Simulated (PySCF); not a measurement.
CH₁₀FNSi₃, SMILES C[Si@H](N[SiH3])[SiH2]F. Geometry optimised at PBE-D3(BJ)/def2-SVP. The structure was generated by enumeration; whether it is a known compound was not checked. One conformer was computed; it need not be the lowest.

Question: Give the equilibrium geometry at PBE-D3(BJ)/def2-SVP (PySCF confirms it by a frequency run) as Cartesian coordinates in Å. (The exact figures need the calculation; the answer reports its results.)

Answer: Several could match; the one computed here: 
```xyz
16

C     -1.6673     1.9789    -0.6984
Si    -0.4990     1.0378     0.4524
N      1.1712     1.0026    -0.1010
Si     1.9306    -0.1883    -1.1408
Si    -1.2250    -1.2031     0.6830
F      0.1151    -2.1269     0.9783
H     -1.3374     3.0315    -0.8173
H     -2.7018     1.9862    -0.2953
H     -1.6910     1.5098    -1.7031
H     -0.5065     1.7072     1.8053
H      1.7835     1.7196     0.3006
H      2.6859     0.4787    -2.2627
H      0.8138    -1.0083    -1.7249
H      2.8975    -1.0926    -0.4233
H     -2.1713    -1.3867     1.8416
H     -1.8963    -1.7443    -0.5531
```
